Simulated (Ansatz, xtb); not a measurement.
Two isomers of C4H3ClF4

We compare I, `F[C@H](Cl)/C=C/C(F)(F)F`, a singlet, with II, `F/C(=C\C(F)(F)F)CCl`, a singlet. Both are isolated molecules in the gas phase, relaxed with B3LYP/def2-SVP; each stands in its lowest conformer found.

Task: Estimate which is lower in electronic energy at CCSD(T)/def2-SVP + ΔMP2/def2-TZVPP, and by roughly how much.

Result: The CCSD(T)/def2-SVP + ΔMP2/def2-TZVPP calculation puts structure I lower, by 0.088 eV.

How the difference moves with the method:

| level | geometry | E(II) − E(I) (eV) | departure from the last row (eV) | job, with rough time for the two |
| --- | --- | --- | --- | --- |
| GFN2-xTB | GFN2-xTB | −0.034 | −0.122 | optimisation, 0.15 s |
| HF/STO-3G | GFN2-xTB | −0.072 | −0.161 | single point, 0.44 s |
| r2SCAN-D4/def2-SVP | GFN2-xTB | +0.018 | −0.070 | single point, 4.1 s |
| B3LYP/def2-SVP | B3LYP/def2-SVP | +0.041 | −0.047 | optimisation, 34 s |
| HF/def2-SVP | B3LYP/def2-SVP | +0.095 | +0.007 | part of the CCSD(T) run |
| MP2/def2-SVP | B3LYP/def2-SVP | +0.069 | −0.019 | part of the CCSD(T) run |
| CCSD(T)/def2-SVP | B3LYP/def2-SVP | +0.082 | −0.006 | single point |
| CCSD(T)/def2-SVP + ΔMP2/def2-TZVPP | B3LYP/def2-SVP | +0.088 |  | single point, 2.2 min |

As drawn, both hold the same kinds of bond in the same numbers.

GFN2-xTB, HF/STO-3G put the two in the other order. r2SCAN-D4/def2-SVP finds them nearly level. The largest departure from CCSD(T)/def2-SVP + ΔMP2/def2-TZVPP is that of HF/STO-3G, 0.161 eV. A small imaginary or near-zero mode remains, so no thermal terms are given. The last row adds to CCSD(T) the change of the MP2 difference between the two basis sets, here +0.006 eV.

The correlated steps freeze 13 core orbitals. Run with Ansatz 0.2.0, xtb 6.7.1; the last row on 4 threads of Arm Neoverse V1 on a shared host.
